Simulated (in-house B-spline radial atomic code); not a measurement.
Inner levels of vanadium as electrons are removed. A shift is the extra binding of the orbital against the neutral atom ([Ar] 3d3/2(3) 4s2). The density at the nucleus is averaged over the nuclear charge. Computed with an all-electron radial atomic-structure program (B-spline basis): Dirac-Hartree-Fock, jj configuration that fills j = l - 1/2 first, finite nuclei.

A number in brackets counts the electrons of a j subshell.

```json
{"ion": "V12+", "configuration": "[Ne] 3s1", "shift of 1s1/2 (eV)": "333.69", "radius of 1s1/2 (bohr)": "0.06634", "Σ<r²> (bohr²)": "1.484", "change of density at nucleus (bohr⁻³)": "-7.1812"}
{"ion": "V13+", "configuration": "[He] 2s2 2p6", "shift of 1s1/2 (eV)": "375.86", "radius of 1s1/2 (bohr)": "0.066336", "Σ<r²> (bohr²)": "0.75491", "change of density at nucleus (bohr⁻³)": "-83.845"}
{"ion": "V14+", "configuration": "[He] 2s2 2p1/2(2) 2p3/2(3)", "shift of 1s1/2 (eV)": "485.17", "radius of 1s1/2 (bohr)": "0.066259", "Σ<r²> (bohr²)": "0.6391", "change of density at nucleus (bohr⁻³)": "-46.335"}
{"ion": "V15+", "configuration": "[He] 2s2 2p1/2(2) 2p3/2(2)", "shift of 1s1/2 (eV)": "598.89", "radius of 1s1/2 (bohr)": "0.066175", "Σ<r²> (bohr²)": "0.5332", "change of density at nucleus (bohr⁻³)": "-6.8736"}
{"ion": "V16+", "configuration": "[He] 2s2 2p1/2(2) 2p3/2(1)", "shift of 1s1/2 (eV)": "716.96", "radius of 1s1/2 (bohr)": "0.066084", "Σ<r²> (bohr²)": "0.43615", "change of density at nucleus (bohr⁻³)": "34.559"}
{"ion": "V17+", "configuration": "[He] 2s2 2p1/2(2)", "shift of 1s1/2 (eV)": "839.38", "radius of 1s1/2 (bohr)": "0.065985", "Σ<r²> (bohr²)": "0.34702", "change of density at nucleus (bohr⁻³)": "77.98"}
{"ion": "V18+", "configuration": "[He] 2s2 2p1/2(1)", "shift of 1s1/2 (eV)": "967.19", "radius of 1s1/2 (bohr)": "0.065876", "Σ<r²> (bohr²)": "0.26556", "change of density at nucleus (bohr⁻³)": "122.15"}
{"ion": "V19+", "configuration": "[He] 2s2", "shift of 1s1/2 (eV)": "1099.52", "radius of 1s1/2 (bohr)": "0.065759", "Σ<r²> (bohr²)": "0.19078", "change of density at nucleus (bohr⁻³)": "168.28"}
{"ion": "V20+", "configuration": "[He] 2s1", "shift of 1s1/2 (eV)": "1216.02", "radius of 1s1/2 (bohr)": "0.065746", "Σ<r²> (bohr²)": "0.098796", "change of density at nucleus (bohr⁻³)": "-303.02"}
{"ion": "V21+", "configuration": "1s2", "shift of 1s1/2 (eV)": "1335.2", "radius of 1s1/2 (bohr)": "0.065687", "Σ<r²> (bohr²)": "0.011557", "change of density at nucleus (bohr⁻³)": "-803.37"}
{"ion": "V22+", "configuration": "1s1", "shift of 1s1/2 (eV)": "1725.85", "radius of 1s1/2 (bohr)": "0.064601", "Σ<r²> (bohr²)": "0.0055776", "change of density at nucleus (bohr⁻³)": "-5156.26"}
```
